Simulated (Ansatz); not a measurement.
Reaction (cleavage of the Si–Si bond): `F[Si]1([SiH3])CS1` + `[NH2][Cd][OH]` → `[NH2][Cd][O][SiH3]` + `F[SiH]1CS1`

Computed with Ansatz on PBE0-D4/def2-TZVP structures; ΔE is electronic, products minus reactants. CCSD(T)/CBS adds triple-zeta CCSD(T) − MP2 to the extrapolated MP2 energy (def2 sets, frozen cores). DFT in def2-TZVPP. Elements past krypton have def2 core potentials. For Cd outer-core shells are correlated without core-valence functions, which leaves a few kJ/mol of doubt a bond. Each species was taken in one conformer, which may not be the lowest.

`F[Si]1([SiH3])CS1`:

Cartesian coordinates in Å:
```
F 0.459 0.685 -2.097
Si 0.302 0.434 -0.527
Si 0.117 -1.833 -0.053
C -0.517 1.752 0.447
S 1.326 1.669 0.788
H -0.920 -2.464 -0.910
H -0.266 -1.948 1.376
H 1.426 -2.494 -0.287
H -0.805 2.670 -0.057
H -1.123 1.528 1.319
```

`[NH2][Cd][OH]`:

Cartesian coordinates in Å:
```
N 0.809 0.593 -1.269
Cd 0.015 -0.090 0.436
O -0.522 -0.693 2.226
H 0.269 1.358 -1.658
H 0.842 -0.124 -1.984
H -1.414 -1.044 2.249
```

`[NH2][Cd][O][SiH3]`:

Cartesian coordinates in Å:
```
N -1.824 -1.553 -1.840
Cd -0.455 -0.400 -0.953
O 0.855 0.713 -0.012
Si 1.213 1.046 1.533
H -2.411 -1.015 -2.468
H -1.391 -2.274 -2.406
H 1.631 -0.173 2.291
H 2.332 2.027 1.586
H 0.050 1.630 2.269
```

`F[SiH]1CS1`:

Z-matrix (Å, degrees):
```
Si
C 1 1.822
S 1 2.060 2 57.9
F 1 1.589 2 119.1 3 -109.5
H 1 1.471 2 123.7 3 108.7
H 2 1.086 1 121.8 3 -103.6
H 2 1.086 1 119.6 3 103.5
```

```json
{"level": "B2PLYP", "ΔE (kJ/mol)": "-107.3"}
{"level": "SCS-MP2/def2-TZVPP", "ΔE (kJ/mol)": "-117.2"}
```

What does CCSD(T)/CBS give? (Best estimate.)

Ansatz gave: -101.5 kJ/mol. The listed levels differ from it by -5.8, -15.7 kJ/mol.

What do rigid-rotor, harmonic-oscillator terms from PBE0-D4/def2-TZVP frequencies (298.15 K, 1 bar) make of the CCSD(T)/CBS value? (An estimate is asked.)

The calculation gave: ΔZPE = -1.8 kJ/mol, ΔH = -104.8 kJ/mol, ΔS = 11 J/(mol·K), ΔG = -108.0 kJ/mol. Modes under 50 cm⁻¹ make the entropy rough.

Largest T1 diagnostic among the species: 0.016.

From PBE to PBE0 (25 % exact exchange), in def2-TZVPP and without D4, ΔE moves by −13.2 kJ/mol. Leaving LDA and LC-ωPBE aside and taking each functional with its dispersion term where it has one, the values, not all of them listed here, spread over 42.9 kJ/mol, from BHLYP-D4 to PBE-D4.
